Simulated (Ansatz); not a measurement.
Input file for `[CH3][In@H-]1[F+][In@H-]([CH3])[F+]1`:

```yaml
crystal:
  periodic: [false, false, false]
  atoms:
    - {symbol: C, position_ang: [-1.557004, 1.244487, 2.358001]}
    - {symbol: In, position_ang: [0.145566, 1.287011, 1.087456]}
    - {symbol: F, position_ang: [-0.640506, 0.793159, -0.850865]}
    - {symbol: In, position_ang: [-0.142354, -1.284877, -1.083588]}
    - {symbol: C, position_ang: [1.553415, -1.251125, -2.363485]}
    - {symbol: F, position_ang: [0.652608, -0.788184, 0.850754]}
    - {symbol: H, position_ang: [-1.991260, 2.237874, 2.471562]}
    - {symbol: H, position_ang: [-2.296687, 0.577533, 1.914648]}
    - {symbol: H, position_ang: [-1.280982, 0.865907, 3.342755]}
    - {symbol: H, position_ang: [1.598573, 2.104551, 0.741390]}
    - {symbol: H, position_ang: [-1.597201, -2.094423, -0.726031]}
    - {symbol: H, position_ang: [1.729944, -2.218132, -2.833650]}
    - {symbol: H, position_ang: [2.424901, -0.973933, -1.769552]}
    - {symbol: H, position_ang: [1.400986, -0.499860, -3.139393]}
basis:
  gaussian: {orbitals: def2-SVP}
correlation: {method: ccsd_t}
```

```sh
$ ansatz run in.yaml --threads 4 --pin off --events-out ev --progress --plain --max-ram 11315MiB
```

Log, shortened:

```
Functional definition: HF
1638 factors; integrals over basis functions are off by at most 1.3e-3 eV
mean field evaluation 1: about -17887.7328 eV, gradient 4.8e1 eV
mean field evaluation 2: about -17887.8923 eV, gradient 4.9e1 eV
mean field evaluation 4: about -17893.1424 eV, gradient 3.5e0 eV
mean field evaluation 8: about -17893.2076 eV, gradient 2.2e-1 eV
mean field -17893.20781641 eV, -657.5632588013 hartree, gradient 2.1e-6 eV, S^2 0.000000; 0 other end points of the search recorded, 0 dependent functions left out
12 core orbitals not correlated: weight in the atoms' cores, before any rotation towards them, 1.000 or more for the frozen orbitals, at most 0.000 for the correlated occupied ones
reference -17893.20781641 eV, -657.5632588013 hartree; 28, 28 occupied and 108, 108 virtual orbitals, 1638 factors
second order -23.41133099 eV of doubles, -0.00000000 eV of singles
cycle   1  -24.14101526 eV  change   -7.3e-1 eV  update   1.2e-1
cycle   2  -24.76046921 eV  change   -6.2e-1 eV  update   3.8e-2
cycle   3  -24.93810854 eV  change   -1.8e-1 eV  update   2.0e-2
cycle   4  -24.93958034 eV  change   -1.5e-3 eV  update   4.5e-3
cycle   5  -24.93682056 eV  change    2.8e-3 eV  update   1.7e-3
cycle   6  -24.93669940 eV  change    1.2e-4 eV  update   5.0e-4
cycle   7  -24.93666581 eV  change    3.4e-5 eV  update   1.8e-4
cycle   8  -24.93662114 eV  change    4.5e-5 eV  update   5.6e-5
perturbative correction -0.57391062 eV, -0.0210908261 hartree
Total energy: -17918.71834817 eV, -658.5007535516 hartree
```

It took 51 s on 4 threads of an Arm Neoverse V2 on a shared host, with 1.6 GiB of host memory at the peak.

Correlation energy per correlated electron: -0.456 eV. T1 diagnostic: 0.0110.
